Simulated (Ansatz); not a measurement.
Frontier orbitals of `CB([AsH2])[AsH2]`.

```xyz
11

C    -0.098   -1.436    0.499
B    -0.014    0.047    0.021
As    1.712    1.074    0.168
As   -1.611    0.945   -0.818
H     0.661   -1.706    1.238
H    -1.081   -1.737    0.868
H     0.106   -2.057   -0.386
H     1.619    1.855   -1.129
H     2.642    0.000   -0.370
H    -2.612    0.649    0.284
H    -1.324    2.366   -0.375
```

The species carries charge 0 and has multiplicity 1. Correlated methods include outer-core shells of As, which these sets cover unevenly. Scalar relativity is left out up to krypton. Geometry: relaxed with PBE0-D4/def2-TZVP. Basis def2-TZVPP, Ansatz 0.2.0.

Orbital energies of one run (eV). Highest occupied ones, from the top: -6.25, -6.56, -8.23, -8.26, -9.14, -9.90, -10.54, -10.75, -11.36, -15.88, -16.58, -18.93, -42.07, -42.08. Empty: -2.14, -0.45, -0.08, 0.06, 0.94, 1.07.

Question: Which functional gave them?
A. CAM-B3LYP
B. r2SCANh
C. r2SCAN0
D. B97M-V

Answer: D. HOMO energies: B97M-V -6.25, r2SCANh -6.62, r2SCAN0 -7.20, CAM-B3LYP -8.28 eV.
